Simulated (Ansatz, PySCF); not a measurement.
Species: TeF3 (charge 0, doublet). SMILES: F[Te](F)F
Coordinates optimised at B3LYP-D3(BJ)/def2-TZVP (Ansatz, a program for electronic structure):
```
Te
F 1 1.8755
F 1 1.9587 2 84.63
F 1 1.9587 2 84.63 3 -180.00
```
Charge 0, spin multiplicity 2.

Unscaled harmonic wavenumbers (cm⁻¹) in rising order, each level at the stationary point that it reaches from this structure (no distance between atoms moves by over 0.3 Å); the order of modes can differ between levels, and a negative number is imaginary. B3LYP-D3(BJ)/def2-TZVP (PySCF, at the structure above): 29, 181, 291, 550, 561, 659.

HF/3-21G (Ansatz): -124, 270, 368, 655, 707, 773. Zero-point energy 4.0 against 3.2 kcal/mol; where all levels lie over 400 cm⁻¹, the wavenumbers are on average 1.209 times those of B3LYP-D3(BJ)/def2-TZVP. This level finds the structure a saddle point. The zero-point energy leaves imaginary modes out.

B3LYP/6-31G* with LANL2DZ past Ar (Ansatz): -70, 221, 326, 554, 565, 650. Zero-point energy 3.3 against 3.2 kcal/mol; where all levels lie over 400 cm⁻¹, the wavenumbers are on average 1.000 times those of B3LYP-D3(BJ)/def2-TZVP. This level finds the structure a saddle point. The zero-point energy leaves imaginary modes out.
